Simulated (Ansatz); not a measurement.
Calculated with Ansatz (gas phase, PBE0-D4/def2-TZVP geometries, no zero-point term in ΔE). CBS: MP2 limit from def2 TZ/QZ plus the TZ coupled-cluster correction, frozen cores. Double bonds are as drawn, so ΔE can hold a change between cis and trans. Functionals use def2-TZVPP. HSE06 is defined as in plane-wave codes. def2 core potentials past Kr. For Sn outer-core shells are correlated without core-valence functions, which leaves a few kJ/mol of doubt a bond. One conformer a species, not always the lowest.

Consider the substitution at a C–C bond: `CC/C(F)=C\F` + `[NH2][SnH3]` → `CC[NH][SnH3]` + `F/C=C/F`.

`CC/C(F)=C\F`:

Cartesian coordinates in Å:
```
C 1.320 0.301 0.905
C 0.616 -0.315 -0.301
C -0.711 0.287 -0.559
F -0.680 1.599 -0.865
C -1.900 -0.291 -0.518
F -2.024 -1.591 -0.218
H 2.308 -0.144 1.038
H 0.745 0.134 1.818
H 1.449 1.377 0.776
H 1.232 -0.181 -1.198
H 0.480 -1.389 -0.162
H -2.835 0.214 -0.717
```

`[NH2][SnH3]`:

```xyz
7

N     0.008   -1.278   -0.136
Sn    0.059    0.754   -0.096
H     0.611   -1.701    0.559
H    -0.921   -1.652    0.007
H     1.682    1.186   -0.384
H    -0.975    1.271   -1.348
H    -0.462    1.420    1.398
```

`CC[NH][SnH3]`:

```xyz
13

C     1.432   -1.229    0.868
C     0.160   -0.427    0.676
N     0.094    0.138   -0.662
Sn   -1.360    1.493   -1.069
H     1.495   -1.630    1.883
H     2.309   -0.605    0.682
H     1.467   -2.074    0.174
H    -0.706   -1.063    0.926
H     0.146    0.400    1.395
H     0.149   -0.593   -1.360
H    -1.226    1.860   -2.728
H    -1.031    2.840   -0.076
H    -2.928    0.890   -0.710
```

`F/C=C/F`:

```xyz
6

F    -0.836   -0.224    1.535
C     0.107    0.090    0.645
C    -0.107   -0.090   -0.645
F     0.836    0.224   -1.535
H     1.018    0.488    1.072
H    -1.018   -0.488   -1.072
```

(1) Is it downhill or uphill in electronic energy at CCSD(T)/CBS, and by how much? (Best estimate.)

(2) What do these levels give: B97M-V, BHLYP-D4, revPBE, HSE06, BHLYP, CAM-B3LYP, LC-ωPBE, MP2/def2-SVP, CCSD(T)/def2-SVP, SCS-MP2/def2-TZVPP, CCSD/def2-TZVPP, SCS-MP2/def2-QZVPP? (Estimate.)

Largest T1 diagnostic among the species: 0.013.

## Answers

(1) Ansatz gave: Uphill: ΔE = +14.4 kcal/mol.

(2) The calculation gave: B97M-V 15.8, BHLYP-D4 14.4, revPBE 14.3, HSE06 15.1, BHLYP 14.9, CAM-B3LYP 14.8, LC-ωPBE 15.3, MP2/def2-SVP 14.1, CCSD(T)/def2-SVP 13.1, SCS-MP2/def2-TZVPP 14.4, CCSD/def2-TZVPP 14.4, SCS-MP2/def2-QZVPP 14.3 kcal/mol.

Leaving LDA and LC-ωPBE aside and taking each functional with its dispersion term where it has one, the values, not all of them listed here, spread over 2.3 kcal/mol, from BLYP-D4 to B97M-V. LDA lies +0.8 kcal/mol from PBE without D4. From BLYP to BHLYP (50 % exact exchange), in def2-TZVPP and without D4, ΔE moves by +0.9 kcal/mol.
